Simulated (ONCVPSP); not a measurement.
**Which setting gave this result? (titanium (Ti), ONCV)**

Base potential:

* Element: titanium
* Generator: ONCVPSP 4.0.1
* Type: optimised norm-conserving Vanderbilt (ONCV)
* Functional: PBE
* Relativity: scalar-relativistic
* Frozen core: [Ne]
* Valence charge: 12
* Reference configuration: 3s2 3p6 3d2 (charge +2)
* Partial waves: 3s: rc 1.40 bohr, ncon 5, nbas 9, qcut 8 1/bohr, 1 projector; 3p: rc 1.10 bohr, ncon 4, nbas 8, qcut 7.1 1/bohr, 2 projectors, debl 2.9 Ha; 3d: rc 2.25 bohr, ncon 5, nbas 10, qcut 5.4 1/bohr, 1 projector
* Local potential: polynomial inside 0.75 bohr (lpopt 5, dvloc0 -1 Ha)
* Core correction: polynomial model core, fcfact 0.45

Cutoffs, loose and tight: the cutoffs (Ha) at which the residual kinetic energy of the hardest occupied pseudo-wave falls to 1 and 0.1 mHa per electron. They do not see the model core or the augmentation charge, which bear on the density cutoff. Test errors are all-electron minus pseudo excitation energies from the reference, over the configurations 3s2 3p6 3d2 4s2; 3s2 3p6 3d2 4s1; 3s2 3p6 3d1; 3s2 3p6 3d2.5 4s1.5; variants that change the core or the reference have their own tests.

Only the scale of all radii but the core radius (base = 1) is moved:

```csv
scale of all radii but the core radius (base = 1),"cutoff, loose","cutoff, tight",bound ghosts,largest test error (meV)
0.77,119 Ha,205 Ha,s,3 of 4 tests not solved or not reliable
0.86,89 Ha,203 Ha,none,+620
1.02,26 Ha,93 Ha,none,+653
1.09,24 Ha,52 Ha,none,+599
1.17,23 Ha,27 Ha,none,+629
1.25,21 Ha,25 Ha,none,+683
1.33,19 Ha,24 Ha,none,+740
```

Task: One more run gave cutoff, loose: 58 Ha; cutoff, tight: 163 Ha; bound ghosts: none; largest test error (meV): +637. Which value of the scale of all radii but the core radius (base = 1) was used?

Result: 0.94. The loose cutoff moves one way along this sweep, from 119 Ha at 0.77 to 19 Ha at 1.33, which places the run between 0.86 and 1.02.
